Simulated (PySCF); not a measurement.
As(2+) (arsenic, charge +2) across methods

[Ar] 3d10 4s2 4p1, 2P determinant. Computed with PySCF 2.14 in aug-cc-pVDZ-PP with ECP10MDF (5s4p3d, 32 functions), with scalar relativity through the core potential.

| method | E (hartree) | mean ε 4s α (eV) | mean ε 4s β (eV) | mean ε 4p α (eV) | Σ⟨r²⟩ (bohr²) | ⟨S²⟩ |
| --- | --- | --- | --- | --- | --- | --- |
| MN15 | -331.7736 | -35.592 | -34.339 | -24.799 | 22.22 | 0.752 |
| r2SCAN | -331.2334 | -34.238 | -33.113 | -23.593 | 21.82 | 0.754 |
| UHF | -330.19111 | -38.964 | -36.205 | -27.764 | 22.16 | 0.758 |
| wB97X | -331.4105 | -37.914 | -36.734 | -26.698 | 21.84 | 0.752 |
| LDA | -330.8396 | -34.090 | -33.215 | -23.101 | 21.86 | 0.751 |
| LC-wPBE | -331.4001 | -38.491 | -36.964 | -27.369 | 21.86 | 0.753 |
| wB97M-V | -331.1799 | -37.778 | -36.444 | -26.549 | 21.95 | 0.752 |
| PBE | -331.3619 | -33.749 | -32.766 | -23.111 | 21.92 | 0.752 |
| PBE0 | -331.3277 | -35.272 | -33.901 | -24.445 | 21.91 | 0.753 |

Energies and moments cover only the electrons outside the core potential.
